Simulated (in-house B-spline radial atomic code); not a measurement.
Checks on a self-consistent run for V6+, [Ne] 3p6 3d1. Method: Dirac-Hartree-Fock, average of configuration, Fermi nucleus of rms radius 3.6002 fm. Calculated with a B-spline radial code for spherical atoms.

| orbital | q | ε (Eh) | <1/r> | <r²> | small-component weight |
| --- | --- | --- | --- | --- | --- |
| 1s1/2 | 2 | -207.20453 | 22.8455 | 0.00592875 | 0.0068052 |
| 2s1/2 | 2 | -28.28907 | 4.84282 | 0.11063 | 0.0012165 |
| 2p1/2 | 2 | -24.43794 | 4.76689 | 0.0898078 | 0.0011897 |
| 2p3/2 | 4 | -24.17071 | 4.70267 | 0.0914372 | 0.0011769 |
| 3p1/2 | 2 | -5.51814 | 1.47816 | 0.977613 | 0.00025582 |
| 3p3/2 | 4 | -5.47867 | 1.46522 | 0.989778 | 0.00025342 |
| 3d3/2 | 0.4 | -4.05864 | 1.29925 | 1.04855 | 0.00020444 |
| 3d5/2 | 0.6 | -4.05439 | 1.29677 | 1.05164 | 0.00020397 |

Electron-electron repulsion V_ee = 280.1235 hartree.

(1) What total energy follows from the eigenvalues?

(2) Does the Dirac virial theorem hold?

(3) What diamagnetic shielding (Lamb formula) and susceptibility (Langevin formula) do the radii give?

Answers

(1) The eigenvalues count the repulsion twice, so E = Σqε - V_ee = -653.553 - 280.123 = -933.676 hartree; the run printed -933.676.

(2) For a point nucleus E = -2c²Σq·w, with w the small-component weight. Here Σq·w = 0.02486 and c = 137.0360, so the ratio E/(-2c²Σq·w) is 1.000005; the finite nucleus accounts for the departure from 1.

(3) σ = (α²/3)Σq<1/r> = 93.8361/(3·137.036²) = 1665.6 ppm, and χ = -0.79199×10⁻⁶·Σq<r²> = -6.133×10⁻⁶ cm³/mol with Σq<r²> = 7.7432 bohr². Both are non-relativistic formulas without the paramagnetism of open shells.
